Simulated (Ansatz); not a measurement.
Ge₅H₃⁻. The state is a triplet with charge -1. Geometry PBE0-D4/def2-SVP, that of the neutral doublet; atoms count from 1.

```xyz
8

Ge    1.6506    1.2984    0.2557
Ge   -1.1970    1.4954   -0.2479
Ge    0.4423    0.0563   -1.5235
Ge   -0.4644   -2.0055   -0.6064
Ge    0.2213   -0.4935    1.2395
H     0.4998   -3.2336   -0.7275
H     0.1064    2.4065    0.4002
H    -1.2590    0.4760    1.2100
```

The highest occupied level of the charge -1 triplet lies above zero (up to 0.41 eV). By energy differences its removal costs 1.15 eV (vertical, to the charge 0 doublet, at PBE0-D4/def2-SVP); self-interaction error and the lack of diffuse functions both raise the level. The structure comes from a short search, and lower isomers may exist.

(1) Estimate the Mulliken populations from the PBE0/def2-SVP orbitals of Ansatz.

(2) Where does the spin sit?

(3) And the Mayer bond orders between bonded heavy atoms (over 0.3)?

## Answers

(1) 
```json
{"atom": "Ge1", "charge (e)": "-0.21", "spin (α − β)": "0.56"}
{"atom": "Ge2", "charge (e)": "-0.15", "spin (α − β)": "0.08"}
{"atom": "Ge3", "charge (e)": "-0.18", "spin (α − β)": "0.24"}
{"atom": "Ge4", "charge (e)": "-0.17", "spin (α − β)": "1.03"}
{"atom": "Ge5", "charge (e)": "-0.14", "spin (α − β)": "0.09"}
{"atom": "H6", "charge (e)": "-0.11", "spin (α − β)": "0.04"}
{"atom": "H7", "charge (e)": "-0.03", "spin (α − β)": "-0.02"}
{"atom": "H8", "charge (e)": "-0.02", "spin (α − β)": "-0.01"}
```
Mulliken values and Mayer orders depend strongly on the basis.

(2) Summed by element: Ge 1.99, H 0.01, of 2 unpaired in all. Largest on single atoms: Ge4 1.03, Ge1 0.56, Ge3 0.24.

(3) Ge1–Ge2 0.46 (2.90 Å); Ge1–Ge3 0.78 (2.48 Å); Ge1–Ge5 0.80 (2.49 Å); Ge2–Ge3 0.81 (2.53 Å); Ge2–Ge5 0.45 (2.86 Å); Ge3–Ge4 0.87 (2.43 Å); Ge3–Ge5 0.43 (2.83 Å); Ge4–Ge5 0.82 (2.48 Å).
